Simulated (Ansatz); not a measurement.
Consider the redistribution: `OB[SiH2][SiH2]F` + `N[SiH]1SS1` → `OB[SiH]1SS1` + `N[SiH2][SiH2]F`.

Computed with Ansatz on PBE0-D4/def2-TZVP structures; ΔE is electronic, products minus reactants. CCSD(T)/CBS is the MP2 limit (def2-TZVPP, def2-QZVPP) plus CCSD(T) − MP2 in def2-TZVPP, frozen cores. Functionals use def2-TZVPP. One conformer a species, not always the lowest.

```
         level  ΔE (kJ/mol)
     r2SCAN-D4         32.2
 HF/def2-TZVPP         20.3
MP2/def2-TZVPP         27.4
CCSD/CBS(def2)         27.3
```

(1) What does CCSD(T)/CBS give? (An estimate is asked.)

Largest T1 diagnostic among the species: 0.015.

## Answers

(1) Computed: +28.7 kJ/mol. The listed levels differ from it by 3.5, -8.4, -1.3, -1.4 kJ/mol.

In def2-TZVPP, CCSD(T) changes the Hartree–Fock value by +9.1 kJ/mol (the triples alone add +1.4 kJ/mol) and MP2 by +7.1 kJ/mol.
